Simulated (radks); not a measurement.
Gd, 64 electrons, occupied as [Xe] 4f6 5d3 6s1 (not the ground configuration). Calculated with a radial shooting solver on a logarithmic mesh with Libxc functionals: scalar-relativistic Kohn-Sham, SCAN, spin-polarised, spherical densities, finite nucleus; open shells are filled with parallel spins first (spin-orbit coupling, left out, can overturn this in heavy ions); meta-GGA in the generalised Kohn-Sham scheme; Fermi nuclear charge, rms radius 5.1569 fm.

Unscreened Slater integrals over Kohn-Sham orbitals (eV). They are taken over the spin-up orbitals.

\begin{tabular}{lr}
integral & value \\ \hline
F0(5d,5d) & 9.4083 \\
F2(5d,5d) & 4.6591 \\
F4(5d,5d) & 3.0000 \\
F0(5d,6s) & 7.5054 \\
G2(5d,6s) & 2.4912 \\
F0(5d,4f) & 12.517 \\
F2(5d,4f) & 2.7554 \\
F4(5d,4f) & 1.2868 \\
G1(5d,4f) & 1.1961 \\
G3(5d,4f) & 0.96482 \\
G5(5d,4f) & 0.73413 \\
F0(5d,5p) & 11.499 \\
F2(5d,5p) & 5.0897 \\
G1(5d,5p) & 5.7489 \\
G3(5d,5p) & 3.4942 \\
F0(6s,6s) & 6.6317 \\
F0(6s,4f) & 8.7317 \\
G3(6s,4f) & 0.29126 \\
F0(6s,5p) & 8.3048 \\
G1(6s,5p) & 0.66183 \\
F0(4f,4f) & 31.165 \\
F2(4f,4f) & 14.864 \\
F4(4f,4f) & 9.3371 \\
F6(4f,4f) & 6.7206 \\
F0(4f,5p) & 19.347 \\
F2(4f,5p) & 6.6047 \\
G2(4f,5p) & 3.2986 \\
G4(4f,5p) & 2.5774 \\
F0(5p,5p) & 15.980 \\
F2(5p,5p) & 8.5366 \\
\end{tabular}

Derived for the open shells (J is the average intra-shell exchange parameter used in DFT+U). 4f: F4/F2 = 0.628, F6/F2 = 0.452, J = (286 F2 + 195 F4 + 250 F6)/6435 = 1.205 eV. 5d: Racah B = F2/49 - 5 F4/441 = 0.06107 eV, C = 35 F4/441 = 0.2381 eV, C/B = 3.90, F4/F2 = 0.644, J = (F2 + F4)/14 = 0.5471 eV.
